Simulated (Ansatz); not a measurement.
Calculated with Ansatz (gas phase, PBE0-D4/def2-TZVP geometries, no zero-point term in ΔE). CCSD(T)/CBS adds triple-zeta CCSD(T) − MP2 to the extrapolated MP2 energy (def2 sets, frozen cores). For Ge outer-core shells are correlated without core-valence functions, which leaves a few kJ/mol of doubt a bond. Scalar relativity is left out up to krypton. One conformer a species, not always the lowest.

Reaction (ligand exchange at a Ge–C bond): `C[CH](Cl)[GeH3]` + `NBS` → `NB[S][GeH3]` + `CCCl`

```json
{"species": "`C[CH](Cl)[GeH3]`", "HF/CBS(def2) energy (Eh)": "-2614.77683"}
{"species": "`NBS`", "HF/CBS(def2) energy (Eh)": "-479.13091"}
{"species": "`NB[S][GeH3]`", "HF/CBS(def2) energy (Eh)": "-2555.72648"}
{"species": "`CCCl`", "HF/CBS(def2) energy (Eh)": "-538.21230"}
```

Q: Work out ΔE.

A: ΔE = (-2555.72648) + (-538.21230) − (-2614.77683) − (-479.13091) = -0.03104 Eh = -19.5 kcal/mol. CCSD(T)/CBS gives -15.5 kcal/mol.

Largest T1 diagnostic among the species: 0.012.

In def2-TZVPP, CCSD(T) changes the Hartree–Fock value by +3.7 kcal/mol (the triples alone add +0.2 kcal/mol) and MP2 by +3.4 kcal/mol.
